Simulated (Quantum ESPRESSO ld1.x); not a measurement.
ld1.x (Quantum ESPRESSO 7.5) input

```
 &input
    atom='Ho',
    iswitch=1,
    rel=1,
    dft='PZ',
    config='[Xe] 4f9',
    verbosity='high',
    prefix='ld1',
    max_out_wfc=37,
    file_charge='ld1.rho',
 /
```

Command: `OMP_NUM_THREADS=1 ld1.x < ld1.in > ld1.out`

Output:

```
     Program LD1 v.7.5 starts

     --------------------------- All-electron run ----------------------------

     scalar relativistic calculation

     atomic number is 67.00
     dft =PZ   lsd =0 sic =0 latt =0  beta=0.20 tr2=1.0E-14
     Exchange-correlation= PZ
                           (   1   1   0   0   0   0   0)
     mesh =2103 r(mesh) = 100.61561 a.u. xmin = -8.00 dx = 0.00800
     1 Ry =  13.60569312 eV, c = 137.03599908

     n l     nl                  e(Ry)          e(Ha)          e(eV)
     1 0     1S 1( 2.00)   -4079.498027426   -2039.749013713 -55504.3982570
     2 0     2S 1( 2.00)    -685.828197340    -342.914098670  -9331.1679881
     2 1     2P 1( 6.00)    -608.268772317    -304.134386158  -8275.9182524
     3 0     3S 1( 2.00)    -156.390130490     -78.195065245  -2127.7961229
     3 1     3P 1( 6.00)    -132.693087485     -66.346543743  -1805.3814279
     4 0     4S 1( 2.00)     -34.113615751     -17.056807876   -464.1393872
     4 1     4P 1( 6.00)     -26.288081461     -13.144040731   -357.6675692
     3 2     3D 1(10.00)    -102.564147858     -51.282073929  -1395.4563212
     5 0     5S 1( 2.00)      -7.168954483      -3.584477241    -97.5385947
     5 1     5P 1( 6.00)      -5.195407628      -2.597703814    -70.6871218
     4 2     4D 1(10.00)     -15.712620465      -7.856310233   -213.7810922
     4 3     4F 1( 9.00)      -4.116261387      -2.058130694    -56.0045892

     final scf error:  1.1E-15 reached in  24 iterations

     Etot =  -25209.901916 Ry,  -12604.950958 Ha, -342998.189133 eV

     Ekin =   27261.968699 Ry,   13630.984350 Ha,  370917.980049 eV
     Encl =  -61551.134036 Ry,  -30775.567018 Ha, -837445.841065 eV
     Eh   =    9599.692111 Ry,    4799.846055 Ha,  130610.464933 eV
     Exc  =    -520.428690 Ry,    -260.214345 Ha,   -7080.793051 eV

     normalization and overlap integrals

     s(1S/1S) =  1.000000  <r> =   0.0208  <r2> =    0.0006  r(max) =   0.0131
     s(1S/2S) = -0.025427
     s(1S/3S) = -0.011058
     s(1S/4S) = -0.005364
     s(1S/5S) = -0.002259
     s(2S/2S) =  1.000000  <r> =   0.0881  <r2> =    0.0092  r(max) =   0.0745
     s(2S/3S) = -0.006979
     s(2S/4S) = -0.003236
     s(2S/5S) = -0.001351
     s(2P/2P) =  1.000000  <r> =   0.0781  <r2> =    0.0074  r(max) =   0.0605
     s(2P/3P) = -0.005595
     s(2P/4P) = -0.002453
     s(2P/5P) = -0.000936
     s(3S/3S) =  1.000000  <r> =   0.2301  <r2> =    0.0605  r(max) =   0.2108
     s(3S/4S) = -0.002300
     s(3S/5S) = -0.000930
     s(3P/3P) =  1.000000  <r> =   0.2291  <r2> =    0.0608  r(max) =   0.2075
     s(3P/4P) = -0.001957
     s(3P/5P) = -0.000724
     s(4S/4S) =  1.000000  <r> =   0.5179  <r2> =    0.3028  r(max) =   0.4845
     s(4S/5S) = -0.000636
     s(4P/4P) =  1.000000  <r> =   0.5485  <r2> =    0.3422  r(max) =   0.5042
     s(4P/5P) = -0.000500
     s(3D/3D) =  1.000000  <r> =   0.2080  <r2> =    0.0508  r(max) =   0.1699
     s(3D/4D) = -0.001412
     s(5S/5S) =  1.000000  <r> =   1.2232  <r2> =    1.6776  r(max) =   1.1133
     s(5P/5P) =  1.000000  <r> =   1.4024  <r2> =    2.2156  r(max) =   1.2452
     s(4D/4D) =  1.000000  <r> =   0.5920  <r2> =    0.4065  r(max) =   0.5206
     s(4F/4F) =  1.000000  <r> =   0.7436  <r2> =    0.6994  r(max) =   0.5124

     ------------------------ End of All-electron run ------------------------
```

Run on one thread of a shared host, so times are rough (Intel(R) Xeon(R) Processor @ 2.60GHz): 0.7 s of CPU time, 0.74 s wall, 24 iterations on 2103 mesh points.
